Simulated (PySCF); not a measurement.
## Radial density of Zn⁺ (zinc, charge +1)

BP86, [Ar] 3d10 4s1, 2S determinant. All numbers are calculated (PySCF 2.14, the spin-free X2C one-electron Hamiltonian (Gaussian nucleus), in Sapporo-DKH3-DZP-2012 (6s4p3d1f, 40 functions)).

| r (bohr) | 4πr²ρ (e/bohr) | 4πr²(ρα − ρβ) |
| --- | --- | --- |
| 0.00100 | 0.3531 | 0.0002 |
| 0.00169 | 0.8754 | 0.0004 |
| 0.00283 | 2.127 | 0.0010 |
| 0.00477 | 4.927 | 0.0023 |
| 0.00802 | 10.71 | 0.0048 |
| 0.0135 | 20.62 | 0.0087 |
| 0.0227 | 32.23 | 0.0118 |
| 0.0382 | 36.42 | 0.0077 |
| 0.0642 | 29.91 | -0.0014 |
| 0.108 | 34.45 | 0.0146 |
| 0.182 | 40.69 | 0.0181 |
| 0.305 | 21.23 | -0.0317 |
| 0.514 | 24.08 | 0.0159 |
| 0.864 | 15.96 | -0.0288 |
| 1.45 | 3.675 | 0.3658 |
| 2.45 | 0.7790 | 0.4598 |
| 4.11 | 0.07625 | 0.0677 |
| 6.92 | 0.0007142 | 0.0007 |

Densities and radii are taken from the X2C orbitals without a picture-change correction, which distorts them close to the nucleus.

Question: Where is the radial spin density 4πr²(ρα − ρβ) most negative, and why is it negative at all?

Answer: Around r = 0.305 bohr, down to -0.0317 e/bohr: exchange with the open shell polarises the paired shells in an unrestricted calculation.
